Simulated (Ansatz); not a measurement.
C$_{2}$H$_{8}$AlNO, relaxed with RKS PBE0-D4/def2-TZVP in Ansatz 0.2.0 from a PBE-D4/def2-SVP geometry. The force threshold is 0.005 eV/Å; the program also tests the step.

Charge 0, multiplicity 1. The bonds changed during the relaxation, so this is another structure than the one it started from.

Start:

```xyz
13

C    -1.871   -0.855   -0.300
O    -0.981   -0.377    0.697
C     0.355   -0.359    0.319
N     0.718    0.809   -0.621
Al    1.826    0.704    1.115
H    -1.877   -0.208   -1.210
H    -1.610   -1.892   -0.618
H    -2.890   -0.857    0.132
H     0.663   -1.290   -0.213
H     0.872    0.597   -1.616
H     0.020    1.561   -0.541
H     1.462    2.007    1.969
H     3.313    0.159    0.886
```

```json
{"step": "1", "energy (eV)": "-12330.4106", "largest force (eV/Å)": "0.559", "largest move (Å)": "0.000"}
{"step": "2", "energy (eV)": "-12330.4573", "largest force (eV/Å)": "0.206", "largest move (Å)": "0.031"}
{"step": "3", "energy (eV)": "-12330.4637", "largest force (eV/Å)": "0.065", "largest move (Å)": "0.021"}
{"step": "4", "energy (eV)": "-12330.4642", "largest force (eV/Å)": "0.017", "largest move (Å)": "0.007"}
{"step": "5", "energy (eV)": "-12330.4644", "largest force (eV/Å)": "0.021", "largest move (Å)": "0.007"}
{"step": "6", "energy (eV)": "-12330.4644", "largest force (eV/Å)": "0.013", "largest move (Å)": "0.009"}
{"step": "7", "energy (eV)": "-12330.4644", "largest force (eV/Å)": "0.012", "largest move (Å)": "0.003"}
{"step": "8 (rejected)", "energy (eV)": "-12330.4644", "largest force (eV/Å)": "0.012", "largest move (Å)": "0.006"}
{"step": "9", "energy (eV)": "-12330.4644", "largest force (eV/Å)": "0.005", "largest move (Å)": "0.003"}
{"step": "10", "energy (eV)": "-12330.4645", "largest force (eV/Å)": "0.002", "largest move (Å)": "0.002"}
```

End:

```xyz
13

C    -1.853   -0.851   -0.310
O    -0.990   -0.363    0.692
C     0.343   -0.353    0.333
N     0.703    0.808   -0.600
Al    1.810    0.707    1.085
H    -1.843   -0.216   -1.206
H    -1.578   -1.872   -0.602
H    -2.863   -0.857    0.101
H     0.636   -1.270   -0.194
H     0.871    0.585   -1.572
H     0.008    1.543   -0.530
H     1.479    1.988    1.962
H     3.277    0.152    0.841
```

Run time 26 s (4 threads of an Intel Xeon 6975P-C on a shared host); peak host memory 0.58 GiB.
